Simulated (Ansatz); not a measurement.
`B[SiH](F)F` + `[SiH3][GaH][SH]` → `B[S][GaH][SiH3]` + `F[SiH2]F`  (cleavage of the B–Si bond)

Gas-phase electronic energies from Ansatz, PBE0-D4/def2-TZVP geometries. CBS: MP2 limit from def2 TZ/QZ plus the TZ coupled-cluster correction, frozen cores. This one scheme is used for every species. Functionals use def2-TZVPP. For Ga outer-core shells are correlated without core-valence functions, which leaves a few kJ/mol of doubt a bond. Scalar relativity is left out up to krypton. One conformer a species, not always the lowest.

CCSD(T)/CBS gives -1.20 eV.

Problem. Another level gave -1.22 eV. Which?
A. CAM-B3LYP/def2-TZVPP
B. CCSD(T)/def2-TZVPP
C. SCS-MP2/def2-TZVPP
D. MP2/def2-TZVPP

Solution. B. CCSD(T)/def2-TZVPP -1.22, MP2/def2-TZVPP -1.33, CAM-B3LYP -1.14, SCS-MP2/def2-TZVPP -1.26 eV.

Largest T1 diagnostic among the species: 0.014.

At CCSD(T), def2-SVP lies −0.05 eV from the extrapolated value and def2-TZVPP −0.01 eV. In def2-TZVPP, CCSD(T) changes the Hartree–Fock value by −0.13 eV (the triples alone add −0.04 eV) and MP2 by −0.24 eV. Leaving LDA and LC-ωPBE aside and taking each functional with its dispersion term where it has one, the values, not all of them listed here, spread over 0.09 eV, from PBE-QIDH to ωB97X-V. LDA lies −0.09 eV from PBE without D4.
